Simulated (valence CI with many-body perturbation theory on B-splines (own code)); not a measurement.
## Hg LXXIV: electric-dipole lines

Level of theory: relativistic CI+MBPT: five valence electrons over a frozen Dirac-Fock core [He], radial functions for each j: 9 s, 9 p, 8 d, 6 f, 3 g, 1 h, with the one-electron correlation potential Σ1 (screened to all orders), the two-electron term Σ2, the three-electron term Σ3, Breit, model QED; selected single and double excitations, second order for the rest (own B-spline code, finite nucleus).

No measured spectrum was set against this ion. As an estimate, large intervals hold to a few tenths of a per cent, small ones and those within an open d or f shell to about a per cent. Among the levels kept, up to 1200 cm⁻¹ of a level comes from second order outside the variational space, and about a tenth of that is noise between levels of different J, which matters for small intervals.

Lines 51 to 100 of 264 in falling wavelength, among levels below 13682 eV, chosen from the strongest by gf and those to the six lowest levels. Wavelengths and rates use the calculated energies. Electric multipoles are in the length gauge, E1 and E2 with the static RPA response of the core. Weak lines are less certain than strong ones. Lines between different terms over intervals too small for the method are left out, as are lines whose strength nearly cancels. The highest levels of a list are the least certain.

Levels are named by their leading jj configuration (3d3/2^4 stands for four electrons in 3d with j = 3/2), which in mixed levels can hold well under half, so a name can repeat and another be missing. Letters in brackets count levels of one name in rising energy.

```
λ vac (Å)                               Upper                               Lower   A (s⁻¹)  log gf  Branch %
    17.58  (2s^2 2p1/2 2p3/2 3p3/2) J=3/2 [a]         (2s^2 2p1/2 2p3/2 3s) J=5/2  3.03e+11   -1.25       4.0
    17.56          (2s^2 2p1/2^2 3d3/2) J=3/2          (2s^2 2p1/2^2 3p1/2) J=1/2  2.09e+12   -0.41       0.6
    17.56  (2s^2 2p1/2 2p3/2 3d3/2) J=5/2 [a]  (2s^2 2p1/2 2p3/2 3p1/2) J=3/2 [a]  1.67e+12   -0.34       0.6
    17.56  (2s 2p1/2^2 2p3/2 3p3/2) J=5/2 [b]     (2s 2p1/2^2 2p3/2 3s) J=3/2 [b]  2.78e+12   -0.11       0.8
    17.51      (2s 2p1/2^2 2p3/2 3d3/2) J=7/2      (2s 2p1/2^2 2p3/2 3p1/2) J=5/2  2.05e+12   -0.12       3.8
    17.50  (2s^2 2p1/2 2p3/2 3p3/2) J=1/2 [a]         (2s^2 2p1/2 2p3/2 3s) J=1/2  2.05e+12   -0.72      23.1
    17.46      (2s^2 2p1/2 2p3/2 3d3/2) J=7/2      (2s^2 2p1/2 2p3/2 3p1/2) J=5/2  2.10e+12   -0.11       3.5
    17.44  (2s 2p1/2^2 2p3/2 3d3/2) J=1/2 [a]  (2s 2p1/2^2 2p3/2 3p1/2) J=3/2 [a]  2.21e+12   -0.70       1.1
    17.43  (2s^2 2p1/2 2p3/2 3d3/2) J=3/2 [a]      (2s^2 2p1/2 2p3/2 3p1/2) J=1/2  1.18e+12   -0.67       0.2
    17.43      (2s^2 2p1/2 2p3/2 3p3/2) J=7/2         (2s^2 2p1/2 2p3/2 3s) J=5/2  3.13e+12    0.06      43.2
    17.38  (2s^2 2p1/2 2p3/2 3p3/2) J=3/2 [a]         (2s^2 2p1/2 2p3/2 3s) J=1/2  9.35e+11   -0.77      12.2
    17.34  (2s^2 2p1/2 2p3/2 3p3/2) J=5/2 [a]     (2s^2 2p1/2 2p3/2 3s) J=3/2 [a]  3.18e+12   -0.07      47.7
    17.30  (2s 2p1/2^2 2p3/2 3d3/2) J=1/2 [b]      (2s 2p1/2^2 2p3/2 3p1/2) J=1/2  1.89e+12   -0.77       0.4
    17.29  (2s 2p1/2^2 2p3/2 3p3/2) J=5/2 [a]     (2s 2p1/2^2 2p3/2 3s) J=3/2 [a]  1.30e+12   -0.46       0.3
    17.25      (2s 2p1/2^2 2p3/2 3p3/2) J=7/2         (2s 2p1/2^2 2p3/2 3s) J=5/2  3.02e+12    0.03      10.5
    17.25  (2s^2 2p1/2 2p3/2 3d3/2) J=1/2 [a]      (2s^2 2p1/2 2p3/2 3p1/2) J=1/2  1.92e+12   -0.77       0.5
    17.18  (2s 2p1/2^2 2p3/2 3p3/2) J=1/2 [a]     (2s 2p1/2^2 2p3/2 3s) J=3/2 [a]  2.76e+12   -0.61       0.4
    17.10  (2s^2 2p1/2 2p3/2 3p3/2) J=3/2 [a]     (2s^2 2p1/2 2p3/2 3s) J=3/2 [a]  4.98e+11   -1.06       6.5
    17.07  (2s 2p1/2^2 2p3/2 3p3/2) J=3/2 [b]     (2s 2p1/2^2 2p3/2 3s) J=3/2 [b]  1.46e+12   -0.59       0.5
    17.06  (2s^2 2p1/2 2p3/2 3d3/2) J=5/2 [b]      (2s^2 2p1/2 2p3/2 3p1/2) J=5/2  7.94e+11   -0.68       0.0
    17.06          (2s^2 2p1/2^2 3p3/2) J=3/2             (2s^2 2p1/2^2 3s) J=1/2  3.37e+12   -0.23      57.7
    17.05  (2s^2 2p1/2 2p3/2 3p3/2) J=3/2 [b]     (2s^2 2p1/2 2p3/2 3s) J=3/2 [b]  1.18e+12   -0.69      20.3
    17.00  (2s 2p1/2^2 2p3/2 3p3/2) J=3/2 [a]         (2s 2p1/2^2 2p3/2 3s) J=5/2  6.82e+11   -0.93       0.2
    16.93  (2s^2 2p1/2 2p3/2 3d3/2) J=3/2 [b]      (2s^2 2p1/2 2p3/2 3p1/2) J=5/2  5.13e+11   -1.06       0.0
    16.87  (2s^2 2p1/2 2p3/2 3p3/2) J=3/2 [b]         (2s^2 2p1/2 2p3/2 3s) J=5/2  4.08e+11   -1.16       7.0
    16.84  (2s^2 2p1/2 2p3/2 3p3/2) J=5/2 [b]     (2s^2 2p1/2 2p3/2 3s) J=3/2 [b]  1.73e+12   -0.35      24.1
    16.82  (2s 2p1/2^2 2p3/2 3p3/2) J=3/2 [b]         (2s 2p1/2^2 2p3/2 3s) J=1/2  1.92e+12   -0.49       0.6
    16.76  (2s^2 2p1/2 2p3/2 3d3/2) J=5/2 [b]  (2s^2 2p1/2 2p3/2 3p1/2) J=3/2 [a]  1.81e+11   -1.34       0.0
    16.70  (2s 2p1/2^2 2p3/2 3p3/2) J=1/2 [b]         (2s 2p1/2^2 2p3/2 3s) J=1/2  2.75e+12   -0.64       5.2
    16.68  (2s^2 2p1/2 2p3/2 3p3/2) J=3/2 [b]         (2s^2 2p1/2 2p3/2 3s) J=1/2  1.02e+12   -0.77      17.5
    16.67  (2s^2 2p1/2 2p3/2 3p3/2) J=5/2 [b]         (2s^2 2p1/2 2p3/2 3s) J=5/2  1.82e+12   -0.34      25.4
    16.63  (2s^2 2p1/2 2p3/2 3d3/2) J=3/2 [b]  (2s^2 2p1/2 2p3/2 3p1/2) J=3/2 [a]  3.29e+11   -1.26       0.0
    16.54  (2s 2p1/2^2 2p3/2 3p3/2) J=5/2 [a]         (2s 2p1/2^2 2p3/2 3s) J=5/2  1.90e+12   -0.33       0.5
    16.43  (2s^2 2p1/2 2p3/2 3p3/2) J=3/2 [b]     (2s^2 2p1/2 2p3/2 3s) J=3/2 [a]  1.13e+12   -0.74      19.4
    16.39  (2s^2 2p1/2 2p3/2 3d3/2) J=1/2 [b]  (2s^2 2p1/2 2p3/2 3p1/2) J=3/2 [a]  6.22e+11   -1.30       0.0
    16.26  (2s^2 2p1/2 2p3/2 3p3/2) J=1/2 [b]     (2s^2 2p1/2 2p3/2 3s) J=3/2 [b]  3.20e+12   -0.60      29.0
    15.93  (2s^2 2p1/2 2p3/2 3p3/2) J=1/2 [b]         (2s^2 2p1/2 2p3/2 3s) J=1/2  9.32e+11   -1.15       8.4
    15.67  (2s 2p1/2^2 2p3/2 3p3/2) J=5/2 [b]     (2s 2p1/2^2 2p3/2 3s) J=3/2 [a]  3.55e+11   -1.11       0.1
    15.18  (2s 2p1/2^2 2p3/2 3p3/2) J=1/2 [b]     (2s 2p1/2^2 2p3/2 3s) J=3/2 [a]  7.06e+11   -1.31       1.3
    7.847                (2s^2 2p3/2^3) J=3/2          (2s 2p1/2^2 2p3/2^2) J=1/2  1.95e+10   -3.14       7.9
    7.298                (2s^2 2p3/2^3) J=3/2          (2s 2p1/2^2 2p3/2^2) J=5/2  2.51e+10   -3.10      10.2
    5.287        (2s 2p1/2 2p3/2^3) J=3/2 [a]          (2s^2 2p1/2 2p3/2^2) J=1/2  1.67e+11   -2.55       0.8
    5.173          (2s 2p1/2^2 2p3/2^2) J=5/2          (2s^2 2p1/2^2 2p3/2) J=3/2  6.34e+12   -0.82      99.0
    5.155        (2s 2p1/2 2p3/2^3) J=3/2 [a]          (2s^2 2p1/2 2p3/2^2) J=5/2  6.62e+11   -1.98       3.2
    5.106        (2s 2p1/2 2p3/2^3) J=3/2 [a]          (2s^2 2p1/2 2p3/2^2) J=3/2  2.00e+13   -0.51      95.5
    5.065            (2s 2p1/2 2p3/2^3) J=5/2          (2s^2 2p1/2 2p3/2^2) J=5/2  1.95e+13   -0.35      93.5
    5.033            (2s 2p1/2 2p3/2^3) J=1/2          (2s^2 2p1/2 2p3/2^2) J=1/2  1.39e+13   -0.98      26.9
    5.023  (2s 2p1/2^2 2p3/2 3p3/2) J=5/2 [b]          (2s^2 2p1/2^2 3p3/2) J=3/2  2.62e+13   -0.23       7.6
    5.019        (2s 2p1/2 2p3/2^3) J=3/2 [b]          (2s^2 2p1/2 2p3/2^2) J=1/2  1.29e+13   -0.71      25.2
    5.018            (2s 2p1/2 2p3/2^3) J=5/2          (2s^2 2p1/2 2p3/2^2) J=3/2  1.28e+12   -1.54       6.1
```

Q: How does gf follow from A for the line at 17.00 Å?

A: gf = 1.4992 × (2J+1)_upper × A / σ², with σ = 5883004 cm⁻¹ and 2J+1 = 4: gf = 0.118.
